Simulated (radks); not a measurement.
Fractional charge and spin in the 6s shell of dysprosium: the spin-up occupation runs from 0 to 1 and the spin-down occupation from 0 to 1; the fullest corner is Dy, [Xe] 4f(up 5, down 5) 6s(up 1, down 1). Method: scalar-relativistic Kohn-Sham, LDA (Slater exchange, Perdew-Wang correlation), spin-polarised, spherical densities, point nucleus; computed with a radial shooting solver on a logarithmic mesh with Libxc functionals. Energy (eV) above the fullest corner. The planes named below are the two flat planes that join the four corners, with an edge along up + down = one added electron.

\begin{tabular}{lrrrrr}
down \ up & 0 & 0.25 & 0.5 & 0.75 & 1 \\ \hline
0 & 18.318 & 14.822 & 11.636 & 8.780 & 6.262 \\
0.25 & 14.822 & 11.695 & 8.884 & 6.402 & 4.248 \\
0.5 & 11.636 & 8.884 & 6.447 & 4.330 & 2.533 \\
0.75 & 8.780 & 6.402 & 4.330 & 2.570 & 1.119 \\
1 & 6.262 & 4.248 & 2.533 & 1.119 & 0.000 \\
\end{tabular}

Corners above the fullest one (they belong to Dy+ and the next ion): (up 1, down 0) 6.262 eV, (up 0, down 1) 6.262 eV, (up 0, down 0) 18.318 eV. With half an added electron in each spin the energy lies 0.185 eV from the planes, and with half an added electron in spin up alone -0.654 eV. The planes are only a guide here: the flat-plane condition holds for ground states with one frontier orbital, while this shell lies below other occupied shells, so the corners above the fullest one are inner-hole states and not the ground states of those ions.
